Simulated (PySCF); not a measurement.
C8H10.
SMILES with atom numbers: `[CH:1]#[C:2][C:3]([CH3:4])=[C:5]=[C:6]([CH3:7])[CH3:8]` (hydrogens: H9 on C1; H10, H11, H12 on C4; H13, H14, H15 on C7; H16, H17, H18 on C8)

Method: PBE0-D3(BJ)/def2-SVP geometry optimisation, gas phase (PySCF 2.14.0); density fitting, grid level 2; the optimiser is geomeTRIC in internal coordinates, started from a GFN2-xTB structure.

Step 0: E = -8439.7262 eV
```
atom  x, y, z in Å  |  force x, y, z in eV/Å
C1      2.8846    1.4595    1.5679    0.273   0.232   0.230
C2      2.1683    0.7888    0.8763   -0.617  -0.442  -0.428
C3      1.3514   -0.0182    0.0420    0.610  -0.198  -0.308
C4      2.0679   -0.8464   -0.9934   -0.270   0.115   0.163
C5      0.0505   -0.0200    0.1883   -0.057  -0.029  -0.025
C6     -1.2407   -0.0282    0.3280   -0.910  -0.010   0.093
C7     -1.9408   -0.9885    1.2508    0.409   0.204  -0.224
C8     -2.1339    0.9292   -0.4131    0.450  -0.201   0.126
H9      3.4999    2.0516    2.1775    0.633   0.596   0.615
H10     2.6349   -0.1989   -1.6620    0.227   0.190  -0.246
H11     2.7676   -1.5264   -0.5078    0.270  -0.243   0.128
H12     1.3541   -1.4239   -1.5759   -0.207  -0.224  -0.233
H13    -2.4851   -0.4354    2.0160   -0.255   0.176   0.311
H14    -2.6604   -1.5869    0.6921   -0.307  -0.240  -0.176
H15    -1.2295   -1.6517    1.7359    0.190  -0.274   0.217
H16    -2.6810    1.5489    0.2969   -0.263   0.254   0.245
H17    -2.8611    0.3780   -1.0090   -0.315  -0.178  -0.230
H18    -1.5554    1.5747   -1.0688    0.139   0.271  -0.259
```

**Question.** Estimate the geometry and energy of step 1. (The exact step hangs on the optimiser's Hessian estimate; all steps are aligned on step 0, rigid shifts and turns removed.)

**Answer.** E = -8439.7923 eV, largest force 0.187 eV/Å
```
atom  x, y, z in Å  |  force x, y, z in eV/Å
C1      2.8979    1.4759    1.5844    0.091   0.111   0.119
C2      2.1707    0.7986    0.8885   -0.005  -0.050  -0.061
C3      1.3624   -0.0218    0.0363   -0.064   0.017   0.031
C4      2.0693   -0.8546   -1.0041    0.068  -0.029  -0.041
C5      0.0478   -0.0266    0.1823   -0.003   0.003   0.001
C6     -1.2558   -0.0295    0.3290    0.089  -0.005  -0.014
C7     -1.9405   -0.9936    1.2574   -0.080  -0.038   0.044
C8     -2.1337    0.9356   -0.4178   -0.088   0.040  -0.022
H9      3.5257    2.0839    2.2125   -0.051  -0.057  -0.061
H10     2.6475   -0.2095   -1.6855   -0.012  -0.018   0.015
H11     2.7811   -1.5461   -0.5248   -0.016   0.016  -0.015
H12     1.3497   -1.4384   -1.5935    0.004   0.010   0.011
H13    -2.5030   -0.4441    2.0324    0.014  -0.021  -0.025
H14    -2.6715   -1.6081    0.7034    0.022   0.017   0.022
H15    -1.2273   -1.6634    1.7558   -0.002   0.012  -0.009
H16    -2.7009    1.5637    0.2912    0.014  -0.020  -0.025
H17    -2.8741    0.3896   -1.0282    0.022   0.022   0.018
H18    -1.5543    1.5946   -1.0778    0.000  -0.011   0.011
```

The energy changes by -0.0661 eV. The first-order estimate −F·Δx gives -0.1393 eV and the mean of the old and new forces, exact on a quadratic surface, -0.0669 eV. The step makes an angle of 55° with the force vector and moves no atom by more than 0.054 Å.

The cost below is that of the whole optimisation. On an Arm Neoverse V1 with one thread, shared host with 32 logical CPUs at a one-minute load of 6.6, this took 56 s wall and 0.77 GiB of memory at its peak.
